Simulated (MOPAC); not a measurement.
MOPAC input (PM6):

```
PM6 1SCF UHF MS=0.5 GEO-OK AUX(PRECISION=9) THREADS=1
CH7OSi2

C    -2.29522800 1   -0.84477800 1    0.10040700 1
Si   -1.01756400 1    0.45249500 1   -0.28357800 1
O     0.48113900 1   -0.18633900 1   -0.04064500 1
Si    2.08400600 1    0.07826700 1    0.17341400 1
H    -2.16635100 1   -1.71929100 1   -0.54011400 1
H    -2.22176600 1   -1.16920700 1    1.14004800 1
H    -3.30110200 1   -0.44983000 1   -0.06206500 1
H    -1.12439300 1    0.89382900 1   -1.69507500 1
H    -1.18654200 1    1.63566200 1    0.59604500 1
H     2.70206200 1   -1.19906100 1    0.62167100 1
H     2.29015100 1    1.13660000 1    1.20450300 1
```

From the output:

```
                                                       MOPAC v23.2.5 Linux

          FINAL HEAT OF FORMATION =        -67.96870 KCAL/MOL =    -284.38106 KJ/MOL

          COSMO AREA              =        144.60 SQUARE ANGSTROMS
          COSMO VOLUME            =        137.67 CUBIC ANGSTROMS

          IONIZATION POTENTIAL    =          7.060165 EV
          ALPHA SOMO LUMO (EV)    =         -7.060 -0.219
          BETA  SOMO LUMO (EV)    =        -10.675 -0.911
          NO. OF ALPHA ELECTRONS  =         13
          NO. OF BETA  ELECTRONS  =         12
          MOLECULAR WEIGHT        =         91.2367         POINT GROUP:  C1

          MOLECULAR DIMENSIONS (Angstroms)

            Atom       Atom       Distance
            H    10    H     7     6.08825
            H     6    H     8     3.63846
            H    11    H     5     3.47467

          SCF CALCULATIONS        =          1

   ATOM   CHEMICAL          X               Y               Z
  NUMBER   SYMBOL      (ANGSTROMS)     (ANGSTROMS)     (ANGSTROMS)

     1       C         -2.29522800  *  -0.84477800  *   0.10040700  *
     2      Si         -1.01756400  *   0.45249500  *  -0.28357800  *
     3       O          0.48113900  *  -0.18633900  *  -0.04064500  *
     4      Si          2.08400600  *   0.07826700  *   0.17341400  *
     5       H         -2.16635100  *  -1.71929100  *  -0.54011400  *
     6       H         -2.22176600  *  -1.16920700  *   1.14004800  *
     7       H         -3.30110200  *  -0.44983000  *  -0.06206500  *
     8       H         -1.12439300  *   0.89382900  *  -1.69507500  *
     9       H         -1.18654200  *   1.63566200  *   0.59604500  *
    10       H          2.70206200  *  -1.19906100  *   0.62167100  *
    11       H          2.29015100  *   1.13660000  *   1.20450300  *

                             CARTESIAN COORDINATES

   1    C       -2.295228000    -0.844778000     0.100407000
   2   Si       -1.017564000     0.452495000    -0.283578000
   3    O        0.481139000    -0.186339000    -0.040645000
   4   Si        2.084006000     0.078267000     0.173414000
   5    H       -2.166351000    -1.719291000    -0.540114000
   6    H       -2.221766000    -1.169207000     1.140048000
   7    H       -3.301102000    -0.449830000    -0.062065000
   8    H       -1.124393000     0.893829000    -1.695075000
   9    H       -1.186542000     1.635662000     0.596045000
  10    H        2.702062000    -1.199061000     0.621671000
  11    H        2.290151000     1.136600000     1.204503000

           Empirical Formula: C H7 O Si2  =    11 atoms

      MOLECULAR POINT GROUP   :   C1

          ALPHA EIGENVALUES
 -29.71822 -24.86498 -19.50753 -16.68702 -15.00037 -14.58780 -14.01991 -13.63194
 -13.43321 -11.33340 -10.80645 -10.68279  -7.06017  -0.21884   0.35928   0.83488
   0.90681   1.15446   1.49444   1.63014   1.72424   2.28863   2.87720   2.99510
   3.49599   4.47763   4.64009   4.87351   5.05838   5.21974   6.03635   6.07919
   7.20174

           BETA EIGENVALUES
 -29.54906 -24.85960 -19.30604 -16.48492 -14.84182 -14.39732 -13.91447 -13.60435
 -13.38711 -10.95002 -10.79926 -10.67550  -0.91092   0.07306   0.39094   0.84541
   1.17978   1.23371   1.54930   1.64525   1.76740   2.38554   2.92621   3.05142
   3.80733   4.61172   4.83855   4.88563   5.17398   5.33773   6.03728   6.07941
   7.20248

              NET ATOMIC CHARGES AND DIPOLE CONTRIBUTIONS

  ATOM NO.   TYPE          CHARGE      No. of ELECS.   s-Pop       p-Pop       d-Pop
    1          C          -0.746811        4.7468     1.07746     3.66935
    2         Si           0.412192        3.5878     1.12957     1.55853     0.89971
    3          O          -0.509138        6.5091     1.60458     4.90456
    4         Si           0.249815        3.7502     1.34085     1.69451     0.71483
    5          H           0.191418        0.8086     0.80858
    6          H           0.189734        0.8103     0.81027
    7          H           0.189558        0.8104     0.81044
    8          H           0.010905        0.9891     0.98909
    9          H           0.007412        0.9926     0.99259
   10          H           0.006417        0.9936     0.99358
   11          H          -0.001501        1.0015     1.00150
 DIPOLE           X         Y         Z       TOTAL
 POINT-CHG.     0.486     1.480    -0.185     1.569
 HYBRID        -0.830    -1.388     0.501     1.693
 SUM           -0.343     0.092     0.316     0.476

          ATOMIC ORBITAL ELECTRON POPULATIONS

     Atom    s        px        py        pz      x^2-y^2     xz        z^2       yz        xy
    1  C   1.07746   1.23226   1.24787   1.18922
    2 Si   1.12957   0.33546   0.54782   0.67524   0.17764   0.10246   0.19983   0.21965   0.20013
    3  O   1.60458   1.49147   1.70643   1.70665
    4 Si   1.34085   0.31572   0.69755   0.68124   0.14142   0.16799   0.07646   0.15381   0.17514
    5  H   0.80858
    6  H   0.81027
    7  H   0.81044
    8  H   0.98909
    9  H   0.99259
   10  H   0.99358
   11  H   1.00150

                    (SZ)    =    0.500000
                    (S**2)  =    0.751205

          ATOMIC ORBITAL SPIN POPULATIONS

    Atom   Total    s     px     py     pz   x^2-y^2  xz     z^2    yz     xy
         Atomic
    1  C  0.0011  0.000  0.001  0.000  0.000
    2 Si  0.0036  0.000  0.000  0.001  0.001 -0.001  0.001 -0.000  0.000  0.001
    3  O  0.0361  0.006  0.013  0.005  0.013
    4 Si  0.8452  0.201  0.011  0.027  0.462 -0.001  0.090  0.023  0.025  0.008
    5  H -0.0000 -0.000
    6  H -0.0000 -0.000
    7  H  0.0002  0.000
    8  H -0.0002 -0.000
    9  H  0.0003  0.000
   10  H  0.0566  0.057
   11  H  0.0570  0.057

 **********************
 *                    *
 * JOB ENDED NORMALLY *
 *                    *
 **********************

 == MOPAC DONE ==
```

The geometry given is a B3LYP-D3(BJ)/def2-TZVP minimum.
